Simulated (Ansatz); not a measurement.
**Molecular dynamics of F2H5N2OTa**

input.yaml

```yaml
crystal:
  periodic: [false, false, false]
  atoms:
    - { symbol: Ta, position_ang: [-0.232379, -0.373017, -0.029053] }
    - { symbol: F, position_ang: [1.61078, -0.926985, -0.11106] }
    - { symbol: O, position_ang: [0.002816, 0.049099, 1.827682] }
    - { symbol: H, position_ang: [0.53646, 0.5631, 2.453921] }
    - { symbol: "N", position_ang: [0.166115, 0.213923, -1.899772] }
    - { symbol: H, position_ang: [-0.39438, 0.914915, -2.395738] }
    - { symbol: H, position_ang: [1.084569, 0.095967, -2.339402] }
    - { symbol: F, position_ang: [-1.636666, 0.928687, -0.182943] }
    - { symbol: "N", position_ang: [-1.207591, -2.077392, -0.148304] }
    - { symbol: H, position_ang: [-1.516232, -2.606174, 0.674339] }
    - { symbol: H, position_ang: [-1.473193, -2.557822, -1.01257] }
basis:
  gaussian: { orbitals: def2-SVP }
hamiltonian:
  xc: pbe
  dispersion: d4
md:
  timestep: 0.25
  n_steps: 150
  ensemble: nve
  temperature: 300.0
  initial_velocities: maxwell_boltzmann
  seed: 281402
  masses: [{ species: H, mass: 3.016 }]
```

Command:

```bash
$ ansatz run input.yaml --threads 2 --pin off --max-ram 3072MiB --backend cpu --events-out ev --progress --plain --runs-dir out
```

It starts from a relaxed structure.

Output, in part (one step line in 3, the closing report, with atoms numbered from 0):

```
md step     0: t =     0.00 fs  T =   300.0 K  F+E_penalty+E_count = -12083.46222611 eV  E_kin = 0.349002 eV  conserved = -12083.11322412 eV  (33 SCF iters)
md step     3: t =     0.75 fs  T =   291.6 K  F+E_penalty+E_count = -12083.45239137 eV  E_kin = 0.339187 eV  conserved = -12083.11320389 eV  (33 SCF iters)
md step     6: t =     1.50 fs  T =   268.7 K  F+E_penalty+E_count = -12083.42575191 eV  E_kin = 0.312613 eV  conserved = -12083.11313854 eV  (32 SCF iters)
md step     9: t =     2.25 fs  T =   239.3 K  F+E_penalty+E_count = -12083.39147275 eV  E_kin = 0.278421 eV  conserved = -12083.11305151 eV  (33 SCF iters)
md step    12: t =     3.00 fs  T =   213.7 K  F+E_penalty+E_count = -12083.36157471 eV  E_kin = 0.248594 eV  conserved = -12083.11298120 eV  (32 SCF iters)
md step    15: t =     3.75 fs  T =   200.0 K  F+E_penalty+E_count = -12083.34568138 eV  E_kin = 0.232720 eV  conserved = -12083.11296153 eV  (32 SCF iters)
md step    18: t =     4.50 fs  T =   200.7 K  F+E_penalty+E_count = -12083.34649789 eV  E_kin = 0.233497 eV  conserved = -12083.11300049 eV  (32 SCF iters)
md step    21: t =     5.25 fs  T =   211.2 K  F+E_penalty+E_count = -12083.35873196 eV  E_kin = 0.245657 eV  conserved = -12083.11307544 eV  (32 SCF iters)
md step    24: t =     6.00 fs  T =   222.6 K  F+E_penalty+E_count = -12083.37207762 eV  E_kin = 0.258929 eV  conserved = -12083.11314867 eV  (32 SCF iters)
md step    27: t =     6.75 fs  T =   226.2 K  F+E_penalty+E_count = -12083.37630571 eV  E_kin = 0.263117 eV  conserved = -12083.11318911 eV  (33 SCF iters)
md step    30: t =     7.50 fs  T =   216.9 K  F+E_penalty+E_count = -12083.36556365 eV  E_kin = 0.252378 eV  conserved = -12083.11318540 eV  (33 SCF iters)
md step    33: t =     8.25 fs  T =   195.1 K  F+E_penalty+E_count = -12083.34007648 eV  E_kin = 0.226931 eV  conserved = -12083.11314516 eV  (33 SCF iters)
md step    36: t =     9.00 fs  T =   165.2 K  F+E_penalty+E_count = -12083.30522661 eV  E_kin = 0.192140 eV  conserved = -12083.11308654 eV  (32 SCF iters)
md step    39: t =     9.75 fs  T =   134.2 K  F+E_penalty+E_count = -12083.26910722 eV  E_kin = 0.156078 eV  conserved = -12083.11302919 eV  (32 SCF iters)
md step    42: t =    10.50 fs  T =   109.0 K  F+E_penalty+E_count = -12083.23977762 eV  E_kin = 0.126790 eV  conserved = -12083.11298803 eV  (32 SCF iters)
md step    45: t =    11.25 fs  T =    94.6 K  F+E_penalty+E_count = -12083.22303849 eV  E_kin = 0.110066 eV  conserved = -12083.11297283 eV  (32 SCF iters)
md step    48: t =    12.00 fs  T =    92.9 K  F+E_penalty+E_count = -12083.22107557 eV  E_kin = 0.108090 eV  conserved = -12083.11298583 eV  (32 SCF iters)
md step    51: t =    12.75 fs  T =   102.3 K  F+E_penalty+E_count = -12083.23205925 eV  E_kin = 0.119036 eV  conserved = -12083.11302357 eV  (33 SCF iters)
md step    54: t =    13.50 fs  T =   118.3 K  F+E_penalty+E_count = -12083.25067686 eV  E_kin = 0.137600 eV  conserved = -12083.11307644 eV  (33 SCF iters)
md step    57: t =    14.25 fs  T =   134.5 K  F+E_penalty+E_count = -12083.26954253 eV  E_kin = 0.156413 eV  conserved = -12083.11312967 eV  (33 SCF iters)
md step    60: t =    15.00 fs  T =   144.5 K  F+E_penalty+E_count = -12083.28130763 eV  E_kin = 0.168141 eV  conserved = -12083.11316659 eV  (33 SCF iters)
md step    63: t =    15.75 fs  T =   144.3 K  F+E_penalty+E_count = -12083.28103200 eV  E_kin = 0.167859 eV  conserved = -12083.11317320 eV  (33 SCF iters)
md step    66: t =    16.50 fs  T =   133.2 K  F+E_penalty+E_count = -12083.26806257 eV  E_kin = 0.154917 eV  conserved = -12083.11314528 eV  (33 SCF iters)
md step    69: t =    17.25 fs  T =   114.7 K  F+E_penalty+E_count = -12083.24654730 eV  E_kin = 0.133455 eV  conserved = -12083.11309205 eV  (33 SCF iters)
md step    72: t =    18.00 fs  T =    95.5 K  F+E_penalty+E_count = -12083.22408053 eV  E_kin = 0.111046 eV  conserved = -12083.11303425 eV  (33 SCF iters)
md step    75: t =    18.75 fs  T =    82.3 K  F+E_penalty+E_count = -12083.20879404 eV  E_kin = 0.095798 eV  conserved = -12083.11299586 eV  (33 SCF iters)
md step    78: t =    19.50 fs  T =    80.0 K  F+E_penalty+E_count = -12083.20605358 eV  E_kin = 0.093061 eV  conserved = -12083.11299300 eV  (32 SCF iters)
md step    81: t =    20.25 fs  T =    88.7 K  F+E_penalty+E_count = -12083.21625463 eV  E_kin = 0.103229 eV  conserved = -12083.11302603 eV  (31 SCF iters)
md step    84: t =    21.00 fs  T =   104.6 K  F+E_penalty+E_count = -12083.23478090 eV  E_kin = 0.121701 eV  conserved = -12083.11307954 eV  (32 SCF iters)
md step    87: t =    21.75 fs  T =   121.2 K  F+E_penalty+E_count = -12083.25414722 eV  E_kin = 0.141018 eV  conserved = -12083.11312965 eV  (32 SCF iters)
md step    90: t =    22.50 fs  T =   132.4 K  F+E_penalty+E_count = -12083.26723993 eV  E_kin = 0.154083 eV  conserved = -12083.11315660 eV  (32 SCF iters)
md step    93: t =    23.25 fs  T =   134.9 K  F+E_penalty+E_count = -12083.27007311 eV  E_kin = 0.156920 eV  conserved = -12083.11315270 eV  (32 SCF iters)
md step    96: t =    24.00 fs  T =   128.8 K  F+E_penalty+E_count = -12083.26292357 eV  E_kin = 0.149800 eV  conserved = -12083.11312311 eV  (32 SCF iters)
md step    99: t =    24.75 fs  T =   117.4 K  F+E_penalty+E_count = -12083.24967401 eV  E_kin = 0.136593 eV  conserved = -12083.11308140 eV  (32 SCF iters)
md step   102: t =    25.50 fs  T =   105.7 K  F+E_penalty+E_count = -12083.23599170 eV  E_kin = 0.122949 eV  conserved = -12083.11304256 eV  (32 SCF iters)
md step   105: t =    26.25 fs  T =    98.2 K  F+E_penalty+E_count = -12083.22723660 eV  E_kin = 0.114218 eV  conserved = -12083.11301824 eV  (32 SCF iters)
md step   108: t =    27.00 fs  T =    97.8 K  F+E_penalty+E_count = -12083.22681743 eV  E_kin = 0.113803 eV  conserved = -12083.11301398 eV  (32 SCF iters)
md step   111: t =    27.75 fs  T =   105.2 K  F+E_penalty+E_count = -12083.23538843 eV  E_kin = 0.122360 eV  conserved = -12083.11302871 eV  (33 SCF iters)
md step   114: t =    28.50 fs  T =   118.6 K  F+E_penalty+E_count = -12083.25097536 eV  E_kin = 0.137919 eV  conserved = -12083.11305596 eV  (32 SCF iters)
md step   117: t =    29.25 fs  T =   134.8 K  F+E_penalty+E_count = -12083.26986384 eV  E_kin = 0.156777 eV  conserved = -12083.11308665 eV  (32 SCF iters)
md step   120: t =    30.00 fs  T =   150.2 K  F+E_penalty+E_count = -12083.28786006 eV  E_kin = 0.174747 eV  conserved = -12083.11311274 eV  (32 SCF iters)
md step   123: t =    30.75 fs  T =   161.9 K  F+E_penalty+E_count = -12083.30141809 eV  E_kin = 0.188288 eV  conserved = -12083.11312991 eV  (32 SCF iters)
md step   126: t =    31.50 fs  T =   167.7 K  F+E_penalty+E_count = -12083.30827923 eV  E_kin = 0.195142 eV  conserved = -12083.11313676 eV  (32 SCF iters)
md step   129: t =    32.25 fs  T =   167.2 K  F+E_penalty+E_count = -12083.30768755 eV  E_kin = 0.194555 eV  conserved = -12083.11313215 eV  (32 SCF iters)
md step   132: t =    33.00 fs  T =   161.1 K  F+E_penalty+E_count = -12083.30053654 eV  E_kin = 0.187422 eV  conserved = -12083.11311431 eV  (32 SCF iters)
md step   135: t =    33.75 fs  T =   151.7 K  F+E_penalty+E_count = -12083.28952217 eV  E_kin = 0.176437 eV  conserved = -12083.11308489 eV  (32 SCF iters)
md step   138: t =    34.50 fs  T =   142.5 K  F+E_penalty+E_count = -12083.27878247 eV  E_kin = 0.165728 eV  conserved = -12083.11305415 eV  (33 SCF iters)
md step   141: t =    35.25 fs  T =   137.1 K  F+E_penalty+E_count = -12083.27251367 eV  E_kin = 0.159477 eV  conserved = -12083.11303669 eV  (32 SCF iters)
md step   144: t =    36.00 fs  T =   137.5 K  F+E_penalty+E_count = -12083.27299892 eV  E_kin = 0.159957 eV  conserved = -12083.11304241 eV  (33 SCF iters)
md step   147: t =    36.75 fs  T =   142.9 K  F+E_penalty+E_count = -12083.27934914 eV  E_kin = 0.166281 eV  conserved = -12083.11306814 eV  (33 SCF iters)
md step   150: t =    37.50 fs  T =   150.3 K  F+E_penalty+E_count = -12083.28795025 eV  E_kin = 0.174851 eV  conserved = -12083.11309968 eV  (32 SCF iters)
Total energy: -12083.28801817 eV, -444.0526443211 hartree
Atom 0 at    -0.236809    -0.395043    -0.025794 Å, force     0.374634     1.684046    -1.099822 eV/Å
Atom 1 at     1.604275    -0.874948    -0.160221 Å, force     0.364779    -0.272986     0.147325 eV/Å
Atom 2 at     0.036135     0.082542     1.774335 Å, force     0.202850     0.553822     1.647818 eV/Å
Atom 3 at     0.334936     0.684202     2.502200 Å, force    -0.269571    -0.602002    -0.869444 eV/Å
Atom 4 at     0.206526     0.245037    -1.887139 Å, force    -0.542287    -0.822029     1.096012 eV/Å
Atom 5 at    -0.435962     0.790294    -2.429574 Å, force    -0.572632     0.743559    -0.527443 eV/Å
Atom 6 at     1.145845     0.286224    -2.239009 Å, force     0.797130    -0.073862    -0.399682 eV/Å
Atom 7 at    -1.606000     0.982019    -0.152848 Å, force     0.136961    -0.515522    -0.029878 eV/Å
Atom 8 at    -1.197902    -2.082044    -0.143595 Å, force     0.085148     0.211825    -0.007681 eV/Å
Atom 9 at    -1.672877    -2.432165     0.678413 Å, force    -0.363605    -0.501252     0.320917 eV/Å
Atom 10 at    -1.430547    -2.561161    -1.004445 Å, force    -0.213408    -0.405597    -0.278122 eV/Å
Dipole moment:    -0.152025    -0.162220     0.093913 e Å
```

The run went to its last step. The conserved energy stayed within 0.024 meV per atom of its start (net change 0.011 meV per atom), so the integration is sound. A run of 0.037 ps of so small a system gives no equilibrium averages.

The same pairs are bonded in the first frame and the last. Pairs count as bonded within 1.25 times the sum of covalent radii (0.12 Å more for H–H).

Last frame:

```xyz
11
Properties=species:S:1:pos:R:3
Ta -0.237 -0.395 -0.026
F 1.604 -0.875 -0.160
O 0.036 0.083 1.774
H 0.335 0.684 2.502
N 0.206 0.245 -1.887
H -0.436 0.790 -2.430
H 1.146 0.286 -2.239
F -1.606 0.982 -0.153
N -1.198 -2.082 -0.144
H -1.673 -2.432 0.678
H -1.431 -2.561 -1.004
```

Run time: 6.3 min on 2 threads of Arm Neoverse V2 (shared host), peak memory 0.17 GiB.
